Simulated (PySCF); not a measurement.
Record of a relaxation.

Compound: C₃H₈Si₂.
Atom-mapped SMILES: `[CH3:1][SiH2:2][C:3]#[C:4][SiH3:5]` (hydrogens: H6, H7, H8 on C1; H9, H10 on Si2; H11, H12, H13 on Si5)

Method: PBE0-D3(BJ)/def2-SVP geometry optimisation, gas phase (PySCF 2.14.0); density fitting, grid level 1; the optimiser is geomeTRIC in internal coordinates, started from a GFN2-xTB structure with every atom displaced at random (about 0.01 Å). The frame can shift and turn from step to step; on so coarse a grid that alone can change the energy by a few meV, and forces under 0.02 eV/Å are noise.

Step 0: E = -18977.2065 eV, largest atomic force 8.647 eV/Å
```
atom  x, y, z in Å  |  force x, y, z in eV/Å
C1      2.572    0.579   -0.066   -1.574   0.858   0.272
Si2     1.363   -0.080    1.247   -0.183   0.419  -1.026
C3     -0.341   -0.205    0.491    7.475   0.504   3.528
C4     -1.388   -0.279   -0.003   -7.817  -0.623  -3.643
Si5    -3.104   -0.410   -0.771    1.179   0.218   1.014
H6      3.557    0.705    0.317    1.233  -0.003   0.565
H7      2.246    1.585   -0.414   -0.024  -0.306   0.175
H8      2.608   -0.043   -0.942    0.011  -0.663  -0.618
H9      1.790   -1.411    1.695    0.067  -0.439   0.189
H10     1.296    0.836    2.408   -0.014   0.132   0.192
H11    -4.024   -0.992    0.234   -0.144  -0.088   0.083
H12    -3.534    0.946   -1.126   -0.212   0.417  -0.151
H13    -3.037   -1.248   -1.958    0.004  -0.427  -0.580
```

Step 1: E = -18977.5325 eV, largest atomic force 1.274 eV/Å
```
atom  x, y, z in Å  |  force x, y, z in eV/Å
C1      2.512    0.612    0.023    0.287  -0.134  -0.045
Si2     1.368   -0.162    1.291    0.001   0.109   0.052
C3     -0.311   -0.311    0.552   -1.152  -0.144  -0.524
C4     -1.420   -0.382    0.007    1.082   0.270   0.392
Si5    -3.028   -0.329   -0.881   -0.043  -0.202   0.069
H6      3.535    0.746    0.426   -0.200  -0.062  -0.043
H7      2.136    1.600   -0.277   -0.062   0.047   0.006
H8      2.577   -0.015   -0.884   -0.006   0.053   0.107
H9      1.814   -1.517    1.733    0.035   0.015  -0.064
H10     1.271    0.713    2.500   -0.020  -0.022  -0.004
H11    -4.089   -0.894    0.003   -0.025   0.013  -0.001
H12    -3.388    1.075   -1.240    0.072   0.003   0.018
H13    -2.949   -1.156   -2.123    0.031   0.052   0.036
```

Step 2: E = -18977.5497 eV, largest atomic force 0.342 eV/Å
```
atom  x, y, z in Å  |  force x, y, z in eV/Å
C1      2.527    0.609    0.027    0.059   0.004  -0.030
Si2     1.358   -0.148    1.279   -0.025   0.035   0.023
C3     -0.320   -0.287    0.531   -0.260  -0.070  -0.098
C4     -1.421   -0.358   -0.008    0.303   0.137   0.080
Si5    -3.037   -0.341   -0.872   -0.057  -0.091   0.030
H6      3.540    0.722    0.446   -0.030  -0.014   0.009
H7      2.164    1.605   -0.271    0.002  -0.006   0.000
H8      2.593   -0.016   -0.876   -0.009  -0.001   0.016
H9      1.800   -1.509    1.704    0.014  -0.011  -0.020
H10     1.257    0.715    2.495   -0.012  -0.009  -0.002
H11    -4.090   -0.912    0.018    0.004   0.008  -0.007
H12    -3.396    1.062   -1.227    0.009   0.012   0.000
H13    -2.947   -1.160   -2.115    0.004   0.005  -0.001
```

Step 3: E = -18977.5536 eV, largest atomic force 0.159 eV/Å
```
atom  x, y, z in Å  |  force x, y, z in eV/Å
C1      2.547    0.608    0.034   -0.032   0.023  -0.001
Si2     1.351   -0.137    1.269   -0.006  -0.005  -0.003
C3     -0.323   -0.261    0.509    0.130  -0.029   0.078
C4     -1.420   -0.330   -0.026   -0.120   0.054  -0.089
Si5    -3.050   -0.350   -0.867    0.000  -0.009   0.010
H6      3.552    0.700    0.471    0.023   0.000   0.015
H7      2.205    1.611   -0.265    0.015  -0.004  -0.006
H8      2.615   -0.016   -0.869   -0.002  -0.013  -0.009
H9      1.782   -1.507    1.679   -0.001  -0.004   0.001
H10     1.245    0.714    2.491   -0.002  -0.002   0.002
H11    -4.085   -0.930    0.038    0.007  -0.004   0.003
H12    -3.430    1.048   -1.223   -0.010  -0.002  -0.003
H13    -2.960   -1.169   -2.110   -0.002  -0.008   0.000
```

Step 4: E = -18977.5552 eV, largest atomic force 0.184 eV/Å
```
atom  x, y, z in Å  |  force x, y, z in eV/Å
C1      2.563    0.608    0.041   -0.043   0.018   0.009
Si2     1.346   -0.131    1.260    0.003  -0.012  -0.010
C3     -0.324   -0.240    0.491    0.162  -0.015   0.085
C4     -1.421   -0.304   -0.044   -0.156   0.021  -0.088
Si5    -3.061   -0.354   -0.865    0.008   0.018  -0.003
H6      3.564    0.682    0.492    0.024   0.002   0.007
H7      2.240    1.616   -0.258    0.013  -0.003  -0.004
H8      2.632   -0.015   -0.862    0.003  -0.009  -0.010
H9      1.764   -1.508    1.662   -0.005   0.001   0.008
H10     1.237    0.713    2.488    0.002   0.000   0.003
H11    -4.074   -0.944    0.057    0.005  -0.006   0.004
H12    -3.467    1.036   -1.224   -0.012  -0.005  -0.002
H13    -2.973   -1.178   -2.105   -0.003  -0.011   0.001
```

Step 5: E = -18977.5562 eV, largest atomic force 0.065 eV/Å
```
atom  x, y, z in Å  |  force x, y, z in eV/Å
C1      2.579    0.607    0.049   -0.021   0.001   0.009
Si2     1.342   -0.126    1.252    0.005  -0.006  -0.008
C3     -0.323   -0.218    0.472    0.058  -0.008   0.028
C4     -1.422   -0.276   -0.064   -0.058   0.005  -0.028
Si5    -3.071   -0.355   -0.865    0.007   0.017  -0.006
H6      3.576    0.663    0.513    0.009   0.002  -0.003
H7      2.276    1.621   -0.250    0.002  -0.001   0.000
H8      2.650   -0.014   -0.856    0.005   0.000  -0.005
H9      1.744   -1.510    1.647   -0.004   0.003   0.008
H10     1.230    0.709    2.485    0.003   0.001   0.002
H11    -4.058   -0.956    0.077    0.001  -0.003   0.002
H12    -3.509    1.024   -1.229   -0.004  -0.004   0.000
H13    -2.986   -1.188   -2.099   -0.002  -0.006   0.002
```

Step 6: E = -18977.5563 eV, largest atomic force under 0.02 eV/Å
```
atom  x, y, z in Å  |  force x, y, z in eV/Å
C1      2.580    0.606    0.050   -0.004  -0.003   0.003
Si2     1.342   -0.127    1.252    0.002  -0.001  -0.003
C3     -0.323   -0.216    0.470    0.004  -0.008   0.002
C4     -1.422   -0.272   -0.067   -0.004   0.008  -0.003
Si5    -3.071   -0.353   -0.866    0.002   0.004  -0.002
H6      3.577    0.661    0.514    0.002   0.001  -0.003
H7      2.278    1.621   -0.248   -0.001   0.000   0.001
H8      2.652   -0.014   -0.856    0.002   0.001  -0.001
H9      1.741   -1.511    1.648   -0.002   0.002   0.004
H10     1.231    0.708    2.485    0.001   0.001   0.000
H11    -4.055   -0.956    0.079   -0.001  -0.001   0.000
H12    -3.515    1.023   -1.232    0.000  -0.001   0.000
H13    -2.987   -1.190   -2.098   -0.001  -0.002   0.001
```

Problem. Summarise the path.

Solution. The energy falls by 8.07 kcal/mol from step 0 to step 6; nine tenths of that is first reached at step 1. It falls at every step. The largest force goes from 8.647 to under 0.02 eV/Å. Among the bonds C3≡C4 changes most, from 1.161 to 1.225 Å; the atoms move by 0.039 Å rms after alignment.

Problem. Follow the three bonds and two angles with the largest change from start to end.

Solution. 
| step | E above end (kcal/mol) | largest force (eV/Å) | C3≡C4 (Å) | C4–Si5 (Å) | Si5–H13 (Å) | H6–C1–H7 (°) | H7–C1–H8 (°) |
| --- | --- | --- | --- | --- | --- | --- | --- |
| 0 | 8.07 | 8.647 | 1.161 | 1.885 | 1.454 | 106.1 | 106.1 |
| 1 | 0.55 | 1.274 | 1.238 | 1.837 | 1.495 | 107.8 | 107.9 |
| 2 | 0.15 | 0.342 | 1.228 | 1.833 | 1.492 | 108.3 | 108.1 |
| 3 | 0.06 | 0.159 | 1.223 | 1.834 | 1.492 | 108.4 | 108.3 |
| 4 | 0.02 | 0.184 | 1.223 | 1.834 | 1.492 | 108.5 | 108.3 |
| 5 | 0.00 | 0.065 | 1.224 | 1.834 | 1.492 | 108.5 | 108.3 |
| 6 | 0.00 | under 0.02 | 1.225 | 1.834 | 1.492 | 108.4 | 108.3 |

What follows is the cost of the whole optimisation. Hardware: one thread of an Arm Neoverse N1, shared host with 64 logical CPUs at a one-minute load of 61. Cost: 59 s wall, 0.50 GiB resident at most.
